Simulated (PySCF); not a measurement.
Computed IR spectrum (relative IR intensity) of a molecule CH₇ClO₂Si₂. The structure is a stationary point at PBE0-D3(BJ)/def2-SVP. Other conformers were not sampled. These are PBE0-D3(BJ)/def2-SVP in PySCF values and carry that method's errors. Frequencies are harmonic and unscaled.

ν (cm⁻¹): 130 (vw), 174 (vw), 191 (m), 240 (w), 270 (vw), 309 (w), 436 (vw), 502 (w), 554 (vs), 646 (w), 675 (m), 734 (s), 758 (m), 766 (m), 824 (m), 836 (m), 888 (vs), 908 (m), 926 (s), 1015 (vs), 1263 (w), 1422 (vw), 1428 (vw), 2210 (s), 2267 (s), 3794 (s), 3923 (s) (against the strongest line: vs over 80 %, s over 45 %, m over 15 %, w over 4 %, vw less)

Identify the compound among the candidates.
(A) CO[SiH2]O[SiH2]Cl
(B) O[Si@H](Cl)OC[SiH3]
(C) CO[SiH2][Si@H](O)Cl
(D) C[Si@@H](O)[Si@H](O)Cl

D, C[Si@@H](O)[Si@H](O)Cl
